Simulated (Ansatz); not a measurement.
Geometry optimisation, Ansatz, RKS B3LYP-D4/6-31G*.

input.yaml

```yaml
crystal:
  periodic: [false, false, false]
  atoms:
    - { symbol: O, position_ang: [0.0629, -1.3064, -1.2823] }
    - { symbol: C, position_ang: [0.0556, -0.2901, -0.277] }
    - { symbol: Si, position_ang: [1.6788, 0.0694, 0.5102] }
    - { symbol: C, position_ang: [-1.0357, 0.3146, 0.0239] }
    - { symbol: O, position_ang: [-2.2424, -0.0869, -0.684] }
    - { symbol: S, position_ang: [-1.3599, 1.5396, 1.2206] }
    - { symbol: H, position_ang: [0.9394, -1.6187, -1.4258] }
    - { symbol: H, position_ang: [2.7339, -0.8107, -0.1494] }
    - { symbol: H, position_ang: [1.6997, -0.2482, 2.0124] }
    - { symbol: H, position_ang: [2.1389, 1.4717, 0.3134] }
    - { symbol: H, position_ang: [-1.9351, -0.7636, -1.2681] }
    - { symbol: H, position_ang: [-2.659, 1.6742, 1.0398] }
basis:
  gaussian: { orbitals: "6-31G*" }
hamiltonian:
  xc: b3lyp
  dispersion: d4
relax:
  f_tol: 0.02
  max_steps: 50
```

Command:

```bash
$ ansatz run input.yaml --threads 2 --pin off --max-ram 3072MiB --backend cpu --events-out ev --progress --plain --runs-dir out
```

Task: Where does it end, and by what steps?

Result: It converged. The force dipped under the threshold on the way, but the program's further checks kept it going. After 23 steps the energy has fallen by 0.620 eV; S6 moved furthest, 0.79 Å.

```csv
step,energy less start (eV),largest force component (eV/Å),accepted
0,0.0000,5.957,yes
1,-0.3917,2.374,yes
2,-0.4800,0.338,yes
3,-0.4898,0.156,yes
4,-0.5020,0.156,yes
5,-0.5403,0.410,yes
6,-0.4886,1.598,no
7,-0.5729,0.322,yes
8,-0.5948,0.315,yes
9,-0.6063,0.115,yes
10,-0.6090,0.248,yes
11,-0.6137,0.131,yes
12,-0.6153,0.032,yes
13,-0.6161,0.079,yes
14,-0.6150,0.170,no
15,-0.6128,0.205,no
16,-0.6167,0.019,yes
17,-0.6176,0.058,yes
18,-0.6180,0.058,yes
19,-0.6191,0.053,yes
20,-0.6195,0.064,yes
21,-0.6198,0.054,yes
22,-0.6202,0.030,yes
23,-0.6203,0.018,yes
```

```xyz
12
Properties=species:S:1:pos:R:3
O -0.009 -1.552 -0.882
C 0.093 -0.306 -0.210
Si 1.723 0.053 0.621
C -1.076 0.373 -0.179
O -2.198 -0.111 -0.762
S -1.274 1.971 0.563
H 0.647 -1.571 -1.597
H 2.790 -0.286 -0.365
H 1.930 -0.810 1.815
H 1.853 1.478 1.006
H -1.937 -0.987 -1.116
H -2.465 1.694 1.139
```

Run time: 100 s on 2 threads of Arm Neoverse V1, with other jobs on the host, peak memory 0.26 GiB.
